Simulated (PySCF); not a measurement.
Species: C₄H₁₃NSi₂.
Numbering: `[SiH3:1][CH2:2][Si@@H:3]1[CH2:4][CH2:5][CH2:6][NH:7]1`

Probes without a nucleus sit at each ring's centroid and 1 Å off its mean plane on both sides; NICS is minus the shielding there, NICSzz its component along the normal. Level: GIAO PBE0/pcSseg-1 (PySCF, non-relativistic, gas phase) on the GFN2-xTB geometry, one conformer.

Ring bond lengths (Å), with Mayer bond orders in brackets: Si3–C4 1.905 (0.90), C4–C5 1.527 (1.03), C5–C6 1.526 (1.03), C6–N7 1.448 (0.97), N7–Si3 1.719 (1.00).

Q: What do the NICS probes read (ppm)?

A: 
| ring | type | NICS(0) | NICS(1), two faces | NICS(1)zz, two faces | rms pucker (Å) | centre to ring atoms, mean (Å) |
| --- | --- | --- | --- | --- | --- | --- |
| Si3–C4–C5–C6–N7 | 5-membered ring with N and Si; formal bonds all single | -6.5 | -3.0 / -3.9 | -3.5 / -2.8 | 0.17 | 1.36 |

Q: What do they say, and how far can they be read as aromaticity?

A: 
- Si3–C4–C5–C6–N7: mean NICS(1)zz -3.1 ppm, shielded. Si3, C4, C5, C6 have four or more neighbours; no verdict on aromaticity is drawn.

Q: What is the mean of the two in-plane components of NICS at the second NICS(1) probe listed for ring Si3–C4–C5–C6–N7, 1 Å off the ring?

A: The isotropic value is a third of the trace: (3 × -3.9 − (-2.8))/2 = -4.4 ppm.

Q: Give the inner angles of the rings and the Hirshfeld charges of the ring atoms.

A: 
- Si3–C4–C5–C6–N7: Si3 92.3° (+0.386 e), C4 103.7° (-0.165 e), C5 107.8° (-0.071 e), C6 105.8° (-0.026 e), N7 113.3° (-0.247 e); sum 523.0° against 540° for a flat convex ring.

Q: How shielded are the nuclei of the rings and their hydrogens (means over atoms taken as equivalent)?

A: 
```csv
atoms,environment,σ isotropic (ppm)
Si3,SiH silicon,356.3
C4,sp3 carbon bound to silicon,173.4
C5,ring CH2 carbon,158.5
C6,sp3 carbon bound to nitrogen,136.6
N7,silicon-bound nitrogen,229.5
H on Si3,Si–H hydrogen,26.70
H on C4,methylene hydrogen,30.83
H on C4,methylene hydrogen,30.87
H on C5,methylene hydrogen,30.06
H on C5,methylene hydrogen,29.76
H on C6,methylene hydrogen,28.71
H on C6,methylene hydrogen,28.35
H on N7,N–H hydrogen,31.21
```

The run took 40 s (with the writing of density and orbital grids) on an Arm Neoverse V2 with one thread, no GPU (shared host), and the process peaked at 0.89 GiB of memory. This is the whole shielding run at PBE0/pcSseg-1, SCF included.
